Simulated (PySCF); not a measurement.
Coordinates in bohr (charge -1 multiplicity 2):
```
Ti    0.0000    0.0000   -1.0375
S     3.6705    0.0000    0.7747
S    -3.6705    0.0000    0.7747
```

Level of theory: UB3LYP in PySCF with Ti def2-SVPD, S def2-SVPD; no relativity; density-fitted integrals.

This geometry of TiS₂⁻ is a stationary point at this level.

**Question.** What is the point group?

**Answer.** C2v.

**Question.** Is it a minimum?

**Answer.** Yes: all harmonic wavenumbers are real.

**Question.** Which band is strongest in the infrared?

**Answer.** 530 cm⁻¹ (b2), 301 km/mol.

**Question.** Give the atomic charges and bond orders.

**Answer.** 
```tsv
atom	Mulliken	Löwdin	polar tensor	spin (Mulliken)	Mayer order to Ti1
Ti1	0.67	0.31	1.25	1.33	–
S2,3	-0.83	-0.66	-1.12	-0.17	1.62
```

**Question.** Give the ideal-gas entropy at 298.15 K and 1 bar by parts.

**Answer.** translation 167.7, rotation 102.2, vibration 24.0, spin 5.8; total 299.7 J/(mol K).

Only a few start shapes were tried, so a lower isomer may exist. Open d and f shells are described by one determinant, and the ground state may have another occupation or spin. The lowest empty level of this anion is unbound, so it and the gap depend on the basis.
